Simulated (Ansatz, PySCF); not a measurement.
Energy difference 2 R1 → P1 + P2, each structure at its B3LYP-D3(BJ)/def2-TZVP stationary point, reached from a drawn start (curvature not checked).
P1, I3Se (SMILES I[Se](I)I) (charge 0, multiplicity 2):
```
atom    x (Å)    y (Å)    z (Å)
----  -------  -------  -------
Se    -0.0018  -0.0014  -0.4668
I      2.5649  -0.0111   0.1479
I     -1.2720   2.2288   0.1524
I     -1.2910  -2.2163   0.1666
```
R1: I2Se (SMILES I[Se]I), charge 0, multiplicity 1.
P2: ISe (SMILES [Se]I), charge 0, multiplicity 2.

P less R. No zero-point or thermal terms; singlets are restricted closed shells; open shells are unrestricted; no spin–orbit coupling.

Cores are frozen in the correlated methods. In cc and def2 sets filled d and f shells under p-block atoms count as core.

The values were computed with Ansatz (Gaussian orbitals); PySCF for the D3/D4 terms. All values are computed, each at the level named. Elements past Kr take the def2 small-core potentials, without spin–orbit coupling.

Q: Estimate the reaction energy that wB97X-V/def2-TZVPP returns for this input.

A: 151 kJ/mol

Q: What is the computed reaction energy (B2PLYP-D3(BJ)/def2-TZVPP)?

A: 120 kJ/mol

Q: What is the computed reaction energy (PBE0-D3(BJ)/def2-TZVPP)?

A: 116 kJ/mol

Ansatz is a program for electronic structure.
